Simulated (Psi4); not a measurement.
Reaction (SMILES): N#P (N-P) + H+ → [NH+]#P
B3LYP-D3(BJ)/def2-TZVP geometries, fixed; electronic energies without zero-point terms; positive where energy is released.

Basis-set convergence of the proton affinity at PBE with Psi4. Cartesian d functions, on some or all atoms, in 6-31G*, 6-31+G*; all else is spherical. Density fitting with the program's default auxiliary sets. Psi4's default fitting sets serve the pcseg sets less well. The proton sits at the site shown, which need not be the one that binds it best. No added dispersion term, no relativity. Functions are those of the species that has most. Reference: the value in aug-cc-pV(Q+d)Z, 195.44 kcal/mol, itself unsure by roughly 0.10 kcal/mol (its mean distance from cc-pV(5+d)Z, def2-QZVPPD, def2-QZVPP). Deviations are taken from unrounded values.

```tsv
basis	functions	proton affinity (kcal/mol)
6-31G*	36	192.80
6-31+G*	44	190.20
def2-SVP	37	196.17
def2-SVPD	52	194.84
pcseg-1	37	191.85
aug-pcseg-1	59	190.15
cc-pV(D+d)Z	42	195.50
aug-cc-pV(D+d)Z	64	191.88
6-311G**	50	195.65
6-311+G**	58	193.35
def2-TZVP	74	195.48
def2-TZVPD	89	194.89
pcseg-2	78	195.75
aug-pcseg-2	119	195.16
cc-pV(T+d)Z	83	196.00
aug-cc-pV(T+d)Z	124	194.96
def2-TZVPP	87	195.95
def2-TZVPPD	102	195.32
cc-pV(Q+d)Z	149	195.77
aug-cc-pV(Q+d)Z	215	195.44
def2-QZVPP	157	195.56
def2-QZVPPD	172	195.38
pcseg-3	157	195.68
aug-pcseg-3	223	195.48
```

What the diffuse functions change, pair by pair:
- 6-31G* to 6-31+G*: 8 more functions, deviation -2.64 to -5.24 kcal/mol
- def2-SVP to def2-SVPD: 15 more functions, deviation 0.73 to -0.60 kcal/mol
- pcseg-1 to aug-pcseg-1: 22 more functions, deviation -3.59 to -5.29 kcal/mol
- cc-pV(D+d)Z to aug-cc-pV(D+d)Z: 22 more functions, deviation 0.06 to -3.56 kcal/mol
- 6-311G** to 6-311+G**: 8 more functions, deviation 0.22 to -2.09 kcal/mol
- def2-TZVP to def2-TZVPD: 15 more functions, deviation 0.05 to -0.55 kcal/mol
- pcseg-2 to aug-pcseg-2: 41 more functions, deviation 0.31 to -0.28 kcal/mol
- cc-pV(T+d)Z to aug-cc-pV(T+d)Z: 41 more functions, deviation 0.56 to -0.48 kcal/mol
- def2-TZVPP to def2-TZVPPD: 15 more functions, deviation 0.51 to -0.12 kcal/mol
- cc-pV(Q+d)Z to aug-cc-pV(Q+d)Z: 66 more functions, deviation 0.33 to 0.00 kcal/mol
- def2-QZVPP to def2-QZVPPD: 15 more functions, deviation 0.12 to -0.06 kcal/mol
- pcseg-3 to aug-pcseg-3: 66 more functions, deviation 0.24 to 0.04 kcal/mol

Leaving out the reference's own pair, they bring the value nearer the reference by more than 0.10 kcal/mol in 3 of 11 pairs.
